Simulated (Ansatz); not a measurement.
`[SiH3][GeH2][GeH2][SiH2][SiH2][GeH3]` + GeH₄ → `[SiH3][GeH2][GeH2][SiH2][GeH3]` + `[SiH3][GeH3]`  (formal exchange of groups at the Si–Si bond)

Computed with Ansatz on PBE0-D4/def2-TZVP structures; ΔE is electronic, products minus reactants. CCSD(T)/CBS adds triple-zeta CCSD(T) − MP2 to the extrapolated MP2 energy (def2 sets, frozen cores). DFT in def2-TZVPP. B3LYP here is the variant with VWN-RPA as its local correlation; programs differ in this. For Ge outer-core shells are correlated without core-valence functions, which leaves a few kJ/mol of doubt a bond. Scalar relativity is left out up to krypton. One conformer a species, not always the lowest.

`[SiH3][GeH2][GeH2][SiH2][SiH2][GeH3]`:

Cartesian coordinates in Å:
```
Si 0.670 -0.547 -2.617
Ge 0.650 -2.197 -0.902
Ge -1.009 -1.758 0.819
Si -0.155 -0.239 2.442
Si 0.787 1.584 1.330
Ge -0.846 2.554 -0.105
H 1.130 0.761 -2.082
H -0.699 -0.384 -3.173
H 1.589 -0.961 -3.711
H 0.357 -3.568 -1.542
H 2.041 -2.285 -0.244
H -2.269 -1.167 0.160
H -1.410 -3.087 1.490
H 0.868 -0.940 3.267
H -1.249 0.223 3.340
H 1.288 2.612 2.284
H 1.938 1.103 0.516
H -1.932 3.249 0.735
H -0.224 3.587 -1.058
H -1.527 1.462 -0.949
```

GeH₄:

```xyz
5

Ge    0.000    0.000    0.000
H     1.058   -0.606    0.931
H    -1.038    0.762    0.833
H    -0.696   -1.122   -0.782
H     0.676    0.965   -0.982
```

`[SiH3][GeH2][GeH2][SiH2][GeH3]`:

Z-matrix (Å, degrees):
```
Si
Ge 1 2.378
H 1 1.487 2 109.3
H 1 1.487 2 109.6 3 118.9
H 1 1.487 2 111.5 3 -120.4
Ge 2 2.428 1 109.7 3 -59.0
H 2 1.540 1 110.6 3 179.0
H 2 1.541 1 109.7 3 60.2
Si 6 2.379 2 108.5 1 48.3
H 6 1.541 2 109.5 1 -72.6
H 6 1.540 2 109.9 1 168.8
Ge 9 2.379 6 109.4 2 50.7
H 9 1.489 6 111.2 2 172.4
H 9 1.489 6 108.7 2 -68.4
H 12 1.538 9 111.6 6 180.0
H 12 1.538 9 110.2 6 59.3
H 12 1.539 9 109.8 6 -59.7
```

`[SiH3][GeH3]`:

Cartesian coordinates in Å:
```
Si -0.561 -0.141 1.052
Ge 0.550 0.138 -1.032
H -0.789 -1.585 1.320
H -1.874 0.557 1.028
H 0.264 0.427 2.150
H 1.914 -0.573 -1.016
H 0.786 1.629 -1.324
H -0.289 -0.453 -2.177
```

```json
{"level": "ωB97M-V", "ΔE (eV)": "-0.07"}
{"level": "B3LYP", "ΔE (eV)": "-0.16"}
{"level": "r2SCANh", "ΔE (eV)": "-0.08"}
{"level": "RPA@PBE/def2-TZVPP", "ΔE (eV)": "-0.06"}
{"level": "CCSD/def2-SVP", "ΔE (eV)": "-0.04"}
{"level": "CCSD(T)/def2-SVP", "ΔE (eV)": "-0.02"}
{"level": "MP2/def2-TZVPP", "ΔE (eV)": "-0.06"}
{"level": "SCS-MP2/def2-TZVPP", "ΔE (eV)": "-0.09"}
```

(1) What does CCSD(T)/CBS give? (An estimate is asked.)

Largest T1 diagnostic among the species: 0.013.

## Answers

(1) The calculation gave: -0.06 eV. The listed levels differ from it by -0.01, -0.10, -0.02, 0.00, 0.02, 0.04, 0.00, -0.03 eV.

In def2-TZVPP, CCSD(T) changes the Hartree–Fock value by +0.14 eV (the triples alone add +0.03 eV) and MP2 by +0.14 eV. The D4 term adds +0.12 eV with B3LYP and +0.08 eV with PBE0; it sums over pairs of atoms, weighted by their polarisabilities, and B3LYP, whose exchange is more repulsive, gets the larger term. At CCSD(T), def2-SVP lies +0.04 eV from the extrapolated value and def2-TZVPP +0.01 eV.
